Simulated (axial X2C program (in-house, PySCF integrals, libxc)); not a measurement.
## Density and ELF of RuB⁻

Calculated with an axial X2C code built on PySCF integrals. Spin-free means the one-electron spin-free X2C Hamiltonian. Basis: Ru dyall-acv3z [13s13p9d5f3g], B dyall-av3z [8s7p3d2f] (cores contracted in-house); Gaussian nuclei, density fitting, unrestricted open shells. Masses: Ru 101.904 u, B 11.009 u.

PBE0, scalar-relativistic, state M_S = 1, Λ = 2 (beyond evenly filled blocks: σα, δ+α, δ+β, δ-α); Ru at z = 0, B at z = 1.718 Å.

The maps cover the half plane through the axis: z from -2.4 to 3.6 Å along the bond, ρ from 0.15 to 2.25 Å away from it.

log10 of the density in e/bohr³:

```
 ρ\z  -2.4  -1.8  -1.2  -0.6   0.0   0.6   1.2   1.8   2.4   3.0   3.6
0.15  -2.7  -2.2  -1.4  -0.1   1.7  -0.1  -0.8   0.5  -1.1  -1.8  -2.5
0.45  -2.8  -2.3  -1.6  -0.4   0.2  -0.4  -0.9  -1.0  -1.3  -1.9  -2.6
0.75  -2.8  -2.4  -1.8  -1.0  -0.4  -0.9  -1.2  -1.2  -1.5  -2.0  -2.7
1.05  -2.9  -2.5  -2.0  -1.5  -1.1  -1.3  -1.5  -1.5  -1.8  -2.3  -2.8
1.35  -3.0  -2.7  -2.3  -1.9  -1.7  -1.8  -1.8  -1.9  -2.1  -2.5  -3.0
1.65  -3.1  -2.8  -2.5  -2.2  -2.1  -2.1  -2.2  -2.3  -2.5  -2.8  -3.2
1.95  -3.3  -3.0  -2.7  -2.5  -2.4  -2.5  -2.5  -2.6  -2.8  -3.1  -3.5
2.25  -3.4  -3.2  -3.0  -2.8  -2.8  -2.8  -2.9  -3.0  -3.1  -3.4  -3.7
```

Electron localisation function (collinear form, no current term, damped to 0 at low density):

```
 ρ\z  -2.4  -1.8  -1.2  -0.6   0.0   0.6   1.2   1.8   2.4   3.0   3.6
0.15  0.65  0.33  0.26  0.78  0.62  0.71  0.46  0.99  0.87  0.96  0.92
0.45  0.65  0.34  0.21  0.64  0.52  0.57  0.67  0.06  0.92  0.95  0.90
0.75  0.66  0.37  0.18  0.36  0.66  0.35  0.71  0.73  0.92  0.93  0.84
1.05  0.65  0.41  0.20  0.22  0.32  0.26  0.66  0.80  0.89  0.89  0.73
1.35  0.63  0.45  0.25  0.19  0.20  0.23  0.56  0.73  0.81  0.80  0.53
1.65  0.56  0.47  0.30  0.21  0.18  0.21  0.43  0.59  0.66  0.60  0.27
1.95  0.43  0.46  0.32  0.22  0.17  0.17  0.28  0.39  0.43  0.32  0.09
2.25  0.27  0.39  0.32  0.22  0.15  0.12  0.15  0.19  0.20  0.11  0.02
```

Axial spin density in 10⁻³ e/bohr³:

```
 ρ\z  -2.4  -1.8  -1.2  -0.6    0.0   0.6   1.2   1.8   2.4  3.0  3.6
0.15   1.5   3.0   3.9  14.8  247.6  13.7  -8.8  -7.8   6.9  1.9  0.5
0.45   1.4   2.9   4.8  17.6   85.6  15.7  -7.8  -6.1   3.6  1.4  0.4
0.75   1.3   2.6   5.1  16.3   51.3  11.0  -4.8  -4.2   1.0  0.8  0.3
1.05   1.1   2.2   4.5  10.8   19.1   5.7  -2.3  -2.4  -0.1  0.3  0.1
1.35   0.9   1.7   3.3   6.2    7.8   2.7  -1.0  -1.3  -0.3  0.1  0.1
1.65   0.7   1.3   2.2   3.4    3.5   1.3  -0.4  -0.7  -0.2  0.0  0.0
1.95   0.5   0.9   1.4   1.9    1.7   0.7  -0.2  -0.3  -0.2  0.0  0.0
2.25   0.3   0.6   0.9   1.0    0.9   0.4  -0.1  -0.2  -0.1  0.0  0.0
```

One determinant describes the state; a PBE0 search over occupations chose it and may have missed a lower one. Other states lie close and PBE0, whose exact exchange favours high spin, may order them wrongly; the determinant shown need not be the ground state. The nearest other spin-free determinant of the search, M_S = 0, Λ = 2, lies 0.17 eV up at the distance of the search. The functionals have no current-density term, which raises determinants with orbital currents, atoms included. The highest occupied level of some functionals is positive through self-interaction error; at Hartree–Fock it is bound. The determinant is spin-polarised beyond a pure state at some levels (its spin-free form has ⟨S²⟩ too high), which makes Re and μ there less reliable.
